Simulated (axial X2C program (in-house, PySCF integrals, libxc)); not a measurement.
Results of a calculation; reference values are marked as such.
# RuOH: input and output of an open-shell CI run

Program: an in-house all-electron X2C program for linear molecules (integrals from PySCF).

Input and command:
```json
{"zs": [44, 8, 1], "q": 0, "bas": ["dyall-v3z", "dyall-av3z", "dyall-v3z"], "r0": 1.88, "metal": 0, "shells": [[2, [0, 1, 2], 7], [0, [0], 0], [1, [1], 0]], "fix": 0, "emax": 3.2, "nroots": 4, "r2": 0.95, "opt": {"gaunt": 0}}
```
```bash
python soci.py task.json out
```

Keys: zs atomic numbers; q charge; bas basis sets; r0 starting distance in Å; metal index of the metal atom; shells open shells as [l, |m| values, electrons]; fix electron count of the first shell held; emax energy window in eV; nroots roots for each Ω; r2 second bond in Å, held; gaunt Gaunt term on or off.

Output at Ru–O–H held linear, bonds 1.985 and 0.950 Å (the second held):

```
average of configuration d7 s0 p(π)0
basis functions 198  fitting functions 1049
iter      average energy  largest gradient
   1      -4604.311262018   3.17e+00
   2      -4604.797083261   4.13e-02
   3      -4604.798396125   1.37e-02
   4      -4604.798866291   8.36e-03
   5      -4604.798881944   1.26e-03
   6      -4604.798885234   1.41e-03
   7      -4604.798887816   4.63e-04
   8      -4604.798888269   1.12e-04
   9      -4604.798888294   2.73e-05
  10      -4604.798888300   1.57e-05
converged
CI levels
2*Omega        energy/Eh    cm-1   g(par)  dipole/D  leading shell counts
    9     -4604.87654745        0  11.992   -4.171  {'7 0 0': 0.999}
    7     -4604.87440568      470   8.700   -4.260  {'7 0 0': 0.999}
    5     -4604.87239259      912   5.788   -4.308  {'7 0 0': 0.998}
    3     -4604.87111106     1193   3.550   -4.270  {'7 0 0': 0.998}
    1     -4604.87072002     1279   1.266   -4.207  {'7 0 0': 0.998}
    7     -4604.86825459     1820   9.282   -4.328  {'7 0 0': 0.998}
    5     -4604.86724573     2041   5.570   -4.197  {'7 0 0': 0.998}
    3     -4604.86612400     2288   2.554   -4.220  {'7 0 0': 0.998}
    1     -4604.86464100     2613   0.674   -4.281  {'7 0 0': 0.998}
    3     -4604.86300790     2972   2.324   -4.212  {'7 0 0': 0.998}
    5     -4604.86254035     3074   6.631   -4.289  {'7 0 0': 0.998}
    1     -4604.86050387     3521   1.040   -4.281  {'7 0 0': 0.997}
    3     -4604.85914057     3820   3.580   -4.248  {'7 0 0': 0.997}
    1     -4604.85742562     4197   1.022   -4.210  {'7 0 0': 0.997}
    5     -4604.82041876    12319   5.944   -4.033  {'7 0 0': 0.997}
    7     -4604.81889056    12654   7.981   -4.179  {'7 0 0': 0.998}
    9     -4604.81004928    14595   9.959   -4.375  {'7 0 0': 0.997}
    7     -4604.80215654    16327   6.087   -4.355  {'7 0 0': 0.996}
    9     -4604.78814499    19402   9.591   -4.090  {'7 0 0': 0.991}
   11     -4604.78639840    19785  12.003   -4.317  {'7 0 0': 0.996}
    9     -4604.78375125    20366  13.961    3.919  {'6 1 0': 0.997}
```

Dipoles in the output refer to the first atom as origin.

There is no dynamic correlation: spin–orbit spacings and, for f shells, spacings inside one term are the most reliable numbers, splittings between terms come out too wide, and energies between configurations are not reliable, so the lowest level need not be the ground state of the molecule. For d shells the ligand-field splittings (σ, π, δ) and their order can be off by a thousand cm⁻¹ or more. At most 4 roots were kept for each Ω > 0 (twice that for Ω = 0) within 3.2 eV of the lowest, so higher up levels can be missing between those listed; levels with Ω > 0 are doubly degenerate and listed once, Ω = 0 levels singly. Some active spinors are only partly of the character that their shell is named for, so the shell names and counts are nominal. States that fill the shells left empty in the average are placed too high. The molecule was held linear; bending was not examined.
